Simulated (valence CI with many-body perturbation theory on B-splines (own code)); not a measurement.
## Questions on Sr²³⁺

Level of theory: valence CI with perturbative core correlation (CI+MBPT): five valence electrons over a frozen Dirac-Fock core [Ne], a basis of 11 s, 11 p, 10 d, 8 f, 5 g, 2 h functions for each j, with the one-electron correlation potential Σ1, the two-electron term Σ2, the three-electron term Σ3, Breit, model QED; selected CI, second order for the rest, scaled by the run's own slope (own B-spline code, finite nucleus).

No measured spectrum was set against this ion. As an estimate, levels of excited configurations hold to 0.05 to 0.15 % of their energy, terms of the ground configuration to about 0.5 %. Among the levels kept, up to 3500 cm⁻¹ of a level comes from second order outside the variational space, and about a tenth of that is noise between levels of different J, which matters for small intervals.

Names give the largest LS component (configuration and term), which can be under half, so a name can repeat, a term be missing and a line seem to break the LS rules; names also repeat where a configuration has a term twice.

Rates and lifetimes use the calculated energies. Strong lines usually hold to 10 to 20 %, long lifetimes can be off by a factor of two.

(1) What is the ground level?

(2) What is the ionisation energy?

(3) Name the longest-lived excited levels whose lifetime is computed, and their main decay.

(4) How well does LS coupling describe the low levels?

(5) Where does the other parity begin?

Results:

(1) 3s²3p³ ⁴S°_3/2, composition 59 % 3s²3p³ ⁴S° + 26 % 3s²3p³ ²P° + 12 % 3s²3p³ ²D°, g = 1.669.

(2) 1095.6 eV; NIST lists 1105 ± 4 eV (semi-empirical).

(3) 3s²3p³ ²D°_5/2 at 131650 cm⁻¹ lives 298 μs, mostly by M1 to 3s²3p³ ⁴S°_3/2; 3s²3p³ ²D°_3/2 at 97294 cm⁻¹ lives 57.0 μs, mostly by M1 to 3s²3p³ ⁴S°_3/2; 3s²3p³ ²P°_1/2 at 181490 cm⁻¹ lives 33.3 μs, mostly by M1 to 3s²3p³ ⁴S°_3/2. The lifetime of 3s²3p²3d ⁴F_9/2 is too uncertain to give, and may be longer.

(4) Among the lowest 20 levels the leading LS term, summed over configurations, holds 71 % on average. For single configurations the figures are 63 % in LS and 67 % in jj coupling. Terms mix most in the J = 3/2 level at 781810 cm⁻¹, where the leading one holds 49 %.

(5) At 3s3p⁴ ⁴P_5/2, 576170 cm⁻¹.
